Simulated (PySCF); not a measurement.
**Stretching BeO**

Set-up: Be pcseg-2, O pcseg-2; no relativity (PySCF 2.14). Energies in eV from Be + O in their ground configurations at the same level. State: ¹Σ⁺ (singlet), closed shell.

Curves on a restricted Hartree–Fock reference rise too fast on stretching and do not dissociate correctly.

All columns are RHF. A positive dipole means Be(−)O(+).

```json
{"R (Å)": "1.139", "E (eV)": "-0.610", "μ (D)": "-6.50", "Mulliken charge on Be (basis-dependent)": "0.39", "HOMO (eV)": "-11.51", "LUMO (eV)": "-1.21", "Mayer bond order": "2.30", "⟨S²⟩": "0.00"}
{"R (Å)": "1.192", "E (eV)": "-1.247", "μ (D)": "-6.77", "Mulliken charge on Be (basis-dependent)": "0.48", "HOMO (eV)": "-11.20", "LUMO (eV)": "-1.34", "Mayer bond order": "2.24", "⟨S²⟩": "0.00"}
{"R (Å)": "1.246", "E (eV)": "-1.570", "μ (D)": "-7.04", "Mulliken charge on Be (basis-dependent)": "0.55", "HOMO (eV)": "-10.93", "LUMO (eV)": "-1.47", "Mayer bond order": "2.18", "⟨S²⟩": "0.00"}
{"R (Å)": "1.285", "E (eV)": "-1.654", "μ (D)": "-7.23", "Mulliken charge on Be (basis-dependent)": "0.60", "HOMO (eV)": "-10.75", "LUMO (eV)": "-1.57", "Mayer bond order": "2.13", "⟨S²⟩": "0.00"}
{"R (Å)": "1.325", "E (eV)": "-1.632", "μ (D)": "-7.43", "Mulliken charge on Be (basis-dependent)": "0.65", "HOMO (eV)": "-10.58", "LUMO (eV)": "-1.66", "Mayer bond order": "2.09", "⟨S²⟩": "0.00"}
{"R (Å)": "1.365", "E (eV)": "-1.525", "μ (D)": "-7.61", "Mulliken charge on Be (basis-dependent)": "0.68", "HOMO (eV)": "-10.43", "LUMO (eV)": "-1.75", "Mayer bond order": "2.05", "⟨S²⟩": "0.00"}
{"R (Å)": "1.418", "E (eV)": "-1.282", "μ (D)": "-7.84", "Mulliken charge on Be (basis-dependent)": "0.72", "HOMO (eV)": "-10.26", "LUMO (eV)": "-1.87", "Mayer bond order": "1.99", "⟨S²⟩": "0.00"}
{"R (Å)": "1.484", "E (eV)": "-0.866", "μ (D)": "-8.08", "Mulliken charge on Be (basis-dependent)": "0.76", "HOMO (eV)": "-10.11", "LUMO (eV)": "-1.99", "Mayer bond order": "1.93", "⟨S²⟩": "0.00"}
{"R (Å)": "1.563", "E (eV)": "-0.274", "μ (D)": "-8.25", "Mulliken charge on Be (basis-dependent)": "0.78", "HOMO (eV)": "-10.04", "LUMO (eV)": "-2.10", "Mayer bond order": "1.85", "⟨S²⟩": "0.00"}
{"R (Å)": "1.669", "E (eV)": "0.534", "μ (D)": "-7.98", "Mulliken charge on Be (basis-dependent)": "0.77", "HOMO (eV)": "-10.34", "LUMO (eV)": "-2.09", "Mayer bond order": "1.70", "⟨S²⟩": "0.00"}
```

A fit through these points gives, at Re = 1.296 Å, μ = -7.28 D and dμ/dR = -4.87 D/Å; the reduced mass is 5.764 u.

Q: How strong is the fundamental in the double-harmonic approximation, I = 42.26·(dμ/dR)²/μred km/mol?

A: I = 42.26·(-4.87)²/5.764 = 174 km/mol at RHF.

Where the molecule has an RHF reference, its open-shell atoms are computed with UHF. Hartree–Fock leaves out correlation, which carries a large part of most bond energies and some tenths to 1 eV of ionisation energies.
